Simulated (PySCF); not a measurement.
Compound: C7H8 (charge +1 and doublet state).
Geometry (GFN2-xTB, Å), atoms numbered from 1 in this order:
```
atom  x, y, z in Å
C1    -3.5337   -0.3523    0.7178
C2    -2.5522   -0.0606   -0.1720
C3    -1.1853   -0.0892    0.1792
C4    -0.1779    0.2071   -0.7204
C5     1.1522    0.1838   -0.3828
C6     2.3427    0.1671   -0.0949
C7     3.7160    0.1503    0.2358
H8    -3.3093   -0.6208    1.7388
H9    -4.5733   -0.3260    0.4361
H10   -2.8102    0.2054   -1.1896
H11   -0.9207   -0.3541    1.1958
H12   -0.4258    0.4729   -1.7426
H13    4.1927    1.0755   -0.1019
H14    4.2087   -0.6612   -0.3115
H15    3.8716    0.0099    1.3055
```

The hyperfine couplings belong to this conformer and change with its torsions.

The species is `[CH2+][CH]/C=C/C#CC` [radical] (charge +1).

Computed with UKS B3LYP, pcH-1 on C H, non-relativistic, mean-field spin-orbit, GIAO in PySCF. Isolated species at its GFN2-xTB geometry (one conformer only). A GFN2-xTB geometry isn't a minimum of the functional, and hyperfine couplings can be far from their values at a DFT geometry, by a factor of two or more for some ions and for spin on atoms past the first row. The SCF solution wasn't tested for stability.

Question: Where do the isotropic ENDOR lines of C1, C6, C5, C2, C7, H13/H14/H15, H9, H8, H12 and H11 fall at 3341.1 mT, to first order?

Answer: ν± = |νn ± a/2|, one line for each electron-spin manifold; νn = |g_N| × 7.62259 MHz/T × B.

```json
{"nuclei": "C1", "isotope": "13C", "g_N": "1.4048", "νn (MHz)": "35.78", "a_iso (MHz)": "29.84", "lower line (MHz)": "20.86", "upper line (MHz)": "50.70"}
{"nuclei": "C6", "isotope": "13C", "g_N": "1.4048", "νn (MHz)": "35.78", "a_iso (MHz)": "20.30", "lower line (MHz)": "25.63", "upper line (MHz)": "45.93"}
{"nuclei": "C5", "isotope": "13C", "g_N": "1.4048", "νn (MHz)": "35.78", "a_iso (MHz)": "-20.14", "lower line (MHz)": "25.71", "upper line (MHz)": "45.85"}
{"nuclei": "C2", "isotope": "13C", "g_N": "1.4048", "νn (MHz)": "35.78", "a_iso (MHz)": "-18.34", "lower line (MHz)": "26.61", "upper line (MHz)": "44.95"}
{"nuclei": "C7", "isotope": "13C", "g_N": "1.4048", "νn (MHz)": "35.78", "a_iso (MHz)": "-12.38", "lower line (MHz)": "29.59", "upper line (MHz)": "41.97"}
{"nuclei": "H13/H14/H15", "isotope": "1H", "g_N": "5.5857", "νn (MHz)": "142.26", "a_iso (MHz)": "42.16", "lower line (MHz)": "121.18", "upper line (MHz)": "163.33"}
{"nuclei": "H9", "isotope": "1H", "g_N": "5.5857", "νn (MHz)": "142.26", "a_iso (MHz)": "-25.88", "lower line (MHz)": "129.32", "upper line (MHz)": "155.19"}
{"nuclei": "H8", "isotope": "1H", "g_N": "5.5857", "νn (MHz)": "142.26", "a_iso (MHz)": "-24.85", "lower line (MHz)": "129.83", "upper line (MHz)": "154.68"}
{"nuclei": "H12", "isotope": "1H", "g_N": "5.5857", "νn (MHz)": "142.26", "a_iso (MHz)": "-13.72", "lower line (MHz)": "135.40", "upper line (MHz)": "149.11"}
{"nuclei": "H11", "isotope": "1H", "g_N": "5.5857", "νn (MHz)": "142.26", "a_iso (MHz)": "-13.05", "lower line (MHz)": "135.73", "upper line (MHz)": "148.78"}
```

The rows for 13C, of low natural abundance, apply to labelled samples.

Question: Which pairs are centred on the nuclear Larmor frequency, and which on half the coupling?

Answer: Centred on νn, since |a| < 2νn: C1, C6, C5, C2, C7, H13/H14/H15, H9, H8, H12 and H11. No pair has |a| > 2νn.

Question: At what field would the lower line of H9 fall to zero frequency?

Answer: Where νn = |a|/2, that is B = 12.94 MHz/(5.5857 × 7.62259 MHz/T) = 304 mT, as far as first order holds there.

Couplings of abundant isotopes left out: H10 (2.2 MHz).

Means are taken over nuclei equivalent by connectivity, which assumes that they swap fast. H8 and H9 aren't averaged: C1 is flat or nearly so (angle sum 360°), and its turn about the short C1–C2 bond (1.36 Å) is taken as slow. The three 1H nuclei of mean +42.2 MHz run from 3.5 to 72.1 MHz in the frozen geometry.

Time: 51 s wall (grids of density and orbitals included); peak memory 0.96 GiB. Hardware: one thread, Arm Neoverse V2 (aarch64), on a shared host.

The SMILES draws the unpaired electron on C2; the largest computed Mulliken spin population is on C1 (0.40 against -0.06).
